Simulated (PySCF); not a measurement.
Two species compared at the same levels of theory.

First species: C2H5OPSi.
SMILES with atom numbers: `[O:1]=[C:2]=[P:3][CH2:4][SiH3:5]` (hydrogens: H6, H7 on C4; H8, H9, H10 on Si5)

Structure used (PBE0-D3(BJ)/def2-SVP), in Å, numbered top down from 1:
```
atom  x, y, z in Å
O1     2.9332   -0.4922    0.6739
C2     2.2034    0.1439    0.0423
P3     1.2808    1.1290   -0.9632
C4    -0.3655    0.9454   -0.0654
Si5   -1.0280   -0.8216   -0.0087
H6    -1.0534    1.5656   -0.6637
H7    -0.3250    1.4000    0.9367
H8    -1.1456   -1.3581   -1.3963
H9    -0.0796   -1.6747    0.7698
H10   -2.3696   -0.8582    0.6535
```

Second species: CH9GeNSi.
SMILES: `C[N]([SiH3])[GeH3]`

Levels: CAM-B3LYP/def2-SVPD for dipole moment, HOMO energy, LUMO energy, HOMO–LUMO gap, static isotropic polarisability and electronic spatial extent ⟨r²⟩ about the centre of nuclear charge; TDDFT CAM-B3LYP/def2-SVPD for lowest singlet excitation; TDA CAM-B3LYP/def2-SVPD for lowest triplet excitation (Tamm–Dancoff); ΔSCF CAM-B3LYP/def2-SVPD for vertical ionisation energy; PBE0-D3(BJ)/def2-SVP for rotational constant A and rotational constant C. Geometries: PBE0-D3(BJ)/def2-SVP. Each structure is a single optimised conformer of the isolated species, non-relativistic unless stated; the electronic structure was computed with PySCF and density fitting.

Dipoles, sizes and rotational constants follow the conformer. The torsions of the flexible species, by atom-mapped SMILES:
- `[O:1]=[C:2]=[P:3][CH2:4][SiH3:5]`: C2–P3–C4–Si5 -62°

Values for the first species:

```
Dipole moment                                                     : 1.75 D
HOMO energy                                                       : -7.74 eV
LUMO energy                                                       : -0.85 eV
HOMO–LUMO gap                                                     : 6.89 eV
Lowest singlet excitation                                         : 2.65 eV
Lowest triplet excitation (Tamm–Dancoff)                          : 2.32 eV
Static isotropic polarisability                                   : 80.3 au
Vertical ionisation energy                                        : 8.63 eV
Electronic spatial extent ⟨r²⟩ about the centre of nuclear charge : 783 bohr²
Rotational constant A                                             : 4.607 GHz
Rotational constant C                                             : 1.504 GHz
```

(1) Estimate the same properties for the second species, and the change in each.

## Answers

(1) 
```csv
property,first,second,second less first
dipole moment,1.75 D,0.79 D,-0.96 D
HOMO energy,-7.74 eV,-8.12 eV,-0.38 eV
LUMO energy,-0.85 eV,0.86 eV,+1.71 eV
HOMO–LUMO gap,6.89 eV,8.98 eV,+2.09 eV
lowest singlet excitation,2.65 eV,5.76 eV,+3.11 eV
lowest triplet excitation (Tamm–Dancoff),2.32 eV,5.45 eV,+3.13 eV
static isotropic polarisability,80.3 au,79.3 au,-1.0 au
vertical ionisation energy,8.63 eV,8.70 eV,+0.07 eV
electronic spatial extent ⟨r²⟩ about the centre of nuclear charge,783 bohr²,796 bohr²,+13 bohr²
rotational constant A,4.607 GHz,5.754 GHz,+1.147 GHz
rotational constant C,1.504 GHz,1.529 GHz,+0.025 GHz
```

On the first: The principal polarisabilities are 63.9, 81.8 and 95.2 au; their mean is the isotropic value.

On the second: The vertical singlet–triplet gap S1 − T1 is 0.31 eV (TDDFT singlet less Tamm–Dancoff triplet; S1: HOMO→LUMO, weight 0.59, beside HOMO→LUMO+1, weight 0.37; T1: HOMO→LUMO+1, weight 0.55, beside HOMO→LUMO, weight 0.35). The ΔSCF ionisation energy exceeds −ε(HOMO) by 0.58 eV with CAM-B3LYP. The calculation is non-relativistic and has no spin–orbit coupling, an omission that weighs most on germanium.
